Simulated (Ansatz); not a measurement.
Calculated with Ansatz (gas phase, PBE0-D4/def2-TZVP geometries, no zero-point term in ΔE). CBS: MP2 limit from def2 TZ/QZ plus the TZ coupled-cluster correction, frozen cores. Functionals use def2-TZVPP. B3LYP here is the variant with VWN-RPA as its local correlation; programs differ in this. For Br outer-core shells are correlated without core-valence functions, which leaves a few kJ/mol of doubt a bond. Scalar relativity is left out up to krypton. Each species was taken in one conformer, which may not be the lowest.

Reaction (substitution at a C–C bond): `CCBr` + `C=C(N)O` → `C=C(O)NC` + `CBr`

| level | ΔE (kJ/mol) | difference from CCSD(T)/CBS |
| --- | --- | --- |
| PBE-D4 | 29.3 | -2.8 |
| B3LYP-D4 | 27.8 | -4.3 |
| r2SCANh-D4 | 31.3 | -0.8 |
| BHLYP-D4 | 28.6 | -3.5 |
| PBE | 30.4 | -1.7 |
| revPBE | 31.9 | -0.2 |
| PBE0 | 30.7 | -1.4 |
| RPA@PBE/def2-TZVPP | 28.3 | -3.8 |
| MP2/def2-SVP | 29.5 | -2.6 |
| CCSD(T)/def2-SVP | 27.2 | -4.9 |
| CCSD(T)/CBS | 32.1 | 0 |

Largest T1 diagnostic among the species: 0.012.

Leaving LDA and LC-ωPBE aside and taking each functional with its dispersion term where it has one, the values, not all of them listed here, spread over 4.6 kJ/mol, from BLYP-D4 to B97M-V. LDA lies −3.4 kJ/mol from PBE without D4. At CCSD(T), def2-SVP lies −4.9 kJ/mol from the extrapolated value and def2-TZVPP −1.4 kJ/mol.
